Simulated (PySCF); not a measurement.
difluoro(1-fluoroethenyl)borane (C2H2BF3), SMILES B(F)(C(=C)F)F. Atoms are numbered in the order given.

```xyz
8

C     -1.1176    -1.5468     0.0000
C     -0.0166    -0.7872     0.0000
F      1.2023    -1.3622     0.0000
B     -0.0256     0.7730     0.0000
F      1.0914     1.4705     0.0000
F     -1.1726     1.4305     0.0000
H     -2.0995    -1.0715     0.0000
H     -1.0573    -2.6383     0.0000
```
Charge 0, spin multiplicity 1.

Coordinates come from a B3LYP-D3(BJ)/def2-SVP optimisation. One conformer was computed; it need not be the lowest.

Calculation: HF/def2-TZVP in PySCF.

Symmetry labels are those of the subgroup Cs that the program uses (full group Cs).

List the valence orbital energies around the gap with their symmetry. (An estimate is asked for; the answer gives what the named calculation found.)


| orbital | symmetry | energy (eV) |
|---|---|---|
| HOMO−7 | A' | -19.10 |
| HOMO−6 | A" | -18.95 |
| HOMO−5 | A' | -18.52 |
| HOMO−4 | A" | -18.23 |
| HOMO−3 | A' | -18.02 |
| HOMO−2 | A' | -16.33 |
| HOMO−1 | A' | -14.79 |
| HOMO | A" | -11.02 |
| LUMO | A" | 2.02 |
| LUMO+1 | A' | 3.22 |
| LUMO+2 | A" | 4.56 |
| LUMO+3 | A' | 4.68 |
